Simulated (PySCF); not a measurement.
PySCF 2.14 output of an unrestricted PBE0 calculation on a single atom or ion in STO-3G, with the non-relativistic Hamiltonian (point nucleus):

```
SCF conv_tol = 1e-09
number electrons alpha = 15  beta = 13
    C. Adamo and V. Barone.,  J. Chem. Phys. 110, 6158 (1999)
    M. Ernzerhof and G. E. Scuseria.,  J. Chem. Phys. 110, 5029 (1999)
cycle= 1 E= -1490.62126960533  delta_E= -0.00349  |g|= 0.006  |ddm|= 0.0709
cycle= 2 E= -1490.6212846898  delta_E= -1.51e-05  |g|= 0.000422  |ddm|= 0.0047
cycle= 3 E= -1490.62128476369  delta_E= -7.39e-08  |g|= 5.78e-06  |ddm|= 0.000305
cycle= 4 E= -1490.62128476371  delta_E= -1.64e-11  |g|= 5.02e-09  |ddm|= 4.87e-06
converged SCF energy = -1490.62128476371  <S^2> = 2.0003694  2S+1 = 3.0002462
```

The run itself started from symmetry-adapted Hartree-Fock orbitals and held the occupation by maximum overlap, on a logarithmic radial grid, so the iterations belong to that start.

Task: Which element, charge and spin multiplicity is this?

Result: Ni (nickel, neutral), multiplicity 3; the state was [Ar] 3d8 4s2, high-spin 3F determinant.

At PBE0 the highest occupied level has a positive energy, so only the finite basis holds that electron; for this excited configuration the basis is too tight for the outer shell.
